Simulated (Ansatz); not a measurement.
C3H7NOSi can be A, `C=N/C([SiH3])=C\O`, or B, `C=C/N=C/O[SiH3]`.

Calculated with Ansatz (gas phase, PBE0-D4/def2-TZVP geometries, no zero-point term in ΔE). CBS: MP2 limit from def2 TZ/QZ plus the TZ coupled-cluster correction, frozen cores. Double bonds are as drawn, so ΔE can hold a change between cis and trans. DFT in def2-TZVPP. B3LYP here is the variant with VWN-RPA as its local correlation; programs differ in this. One conformer a species, not always the lowest.

A:

```xyz
13

C     1.6417   -0.1339    1.4301
N     0.4759   -0.5483    1.1833
C    -0.2050   -0.1091    0.0403
Si   -1.8938    0.6253    0.3055
C     0.2297   -0.3261   -1.2089
O     1.4154   -0.9224   -1.4862
H     2.1553   -0.5097    2.3140
H     2.1679    0.5930    0.8027
H    -2.4589    0.9721   -1.0268
H    -1.8084    1.8599    1.1314
H    -2.7955   -0.3302    0.9998
H    -0.3898   -0.0595   -2.0598
H     1.4656   -1.1110   -2.4254
```

B:

```xyz
13

C     0.266   -1.804    1.921
C    -0.600   -1.134    1.169
N    -0.195   -0.212    0.215
C    -1.076    0.389   -0.465
O    -0.741    1.280   -1.390
Si    0.907    1.584   -1.629
H     1.332   -1.648    1.809
H    -0.077   -2.518    2.658
H    -1.675   -1.297    1.288
H    -2.157    0.247   -0.370
H     1.608    0.366   -2.090
H     0.881    2.601   -2.706
H     1.525    2.145   -0.408
```

Problem. Which isomer does CCSD(T)/CBS put lower? Give the gap. (An estimate is asked.)

Solution. Computed: B, by 148.6 kJ/mol.

Problem. Give E(B) − E(A) in kJ/mol with B3LYP-D4, HF/def2-TZVPP, MP2/def2-TZVPP, CCSD(T)/def2-TZVPP, B2PLYP, B3LYP, PBE0-D4. (Estimate.)

Solution. Computed: B3LYP-D4 -151.3, HF/def2-TZVPP -171.8, MP2/def2-TZVPP -152.9, CCSD(T)/def2-TZVPP -150.2, B2PLYP -155.6, B3LYP -154.9, PBE0-D4 -145.0. None reverses the order clearly.

Largest T1 diagnostic: 0.014.

In def2-TZVPP, CCSD(T) changes the Hartree–Fock value by +21.6 kJ/mol (the triples alone add +2.1 kJ/mol) and MP2 by +18.8 kJ/mol. The D4 term adds +3.6 kJ/mol with B3LYP and +1.9 kJ/mol with PBE0; it sums over pairs of atoms, weighted by their polarisabilities, and B3LYP, whose exchange is more repulsive, gets the larger term.
